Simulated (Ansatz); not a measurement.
`[SiH3]NCS` + `N[SiH](N)O` → `N[SiH](N)O[SiH3]` + `NCS`  (ligand exchange at the Si–N bond)

Computed with Ansatz on PBE0-D4/def2-TZVP structures; ΔE is electronic, products minus reactants. CBS: MP2 limit from def2 TZ/QZ plus the TZ coupled-cluster correction, frozen cores. DFT in def2-TZVPP. B3LYP here is the variant with VWN-RPA as its local correlation; programs differ in this. One conformer a species, not always the lowest.

```json
{"level": "PBE-D4", "ΔE (kcal/mol)": "-11.0", "difference from CCSD(T)/CBS": "2.3"}
{"level": "r2SCAN-D4", "ΔE (kcal/mol)": "-12.9", "difference from CCSD(T)/CBS": "0.4"}
{"level": "PBE0-D4", "ΔE (kcal/mol)": "-12.1", "difference from CCSD(T)/CBS": "1.2"}
{"level": "B3LYP-D4", "ΔE (kcal/mol)": "-13.1", "difference from CCSD(T)/CBS": "0.2"}
{"level": "ωB97X-V", "ΔE (kcal/mol)": "-13.2", "difference from CCSD(T)/CBS": "0.1"}
{"level": "ωB97M-V", "ΔE (kcal/mol)": "-13.0", "difference from CCSD(T)/CBS": "0.3"}
{"level": "B2PLYP", "ΔE (kcal/mol)": "-13.2", "difference from CCSD(T)/CBS": "0.1"}
{"level": "PBE", "ΔE (kcal/mol)": "-11.1", "difference from CCSD(T)/CBS": "2.2"}
{"level": "r2SCAN", "ΔE (kcal/mol)": "-12.8", "difference from CCSD(T)/CBS": "0.5"}
{"level": "B3LYP", "ΔE (kcal/mol)": "-13.2", "difference from CCSD(T)/CBS": "0.1"}
{"level": "HF/def2-TZVPP", "ΔE (kcal/mol)": "-16.3", "difference from CCSD(T)/CBS": "-3.0"}
{"level": "SCS-MP2/def2-TZVPP", "ΔE (kcal/mol)": "-13.5", "difference from CCSD(T)/CBS": "-0.2"}
{"level": "CCSD/def2-TZVPP", "ΔE (kcal/mol)": "-13.6", "difference from CCSD(T)/CBS": "-0.3"}
{"level": "CCSD(T)/def2-TZVPP", "ΔE (kcal/mol)": "-13.1", "difference from CCSD(T)/CBS": "0.2"}
{"level": "MP2/def2-QZVPP", "ΔE (kcal/mol)": "-13.0", "difference from CCSD(T)/CBS": "0.3"}
{"level": "SCS-MP2/def2-QZVPP", "ΔE (kcal/mol)": "-13.7", "difference from CCSD(T)/CBS": "-0.4"}
{"level": "CCSD(T)/CBS", "ΔE (kcal/mol)": "-13.3", "difference from CCSD(T)/CBS": "0"}
```

Largest T1 diagnostic among the species: 0.011.

In def2-TZVPP, CCSD(T) changes the Hartree–Fock value by +3.2 kcal/mol (the triples alone add +0.5 kcal/mol) and MP2 by +3.5 kcal/mol. From PBE to PBE0 (25 % exact exchange), in def2-TZVPP and without D4, ΔE moves by −1.0 kcal/mol.
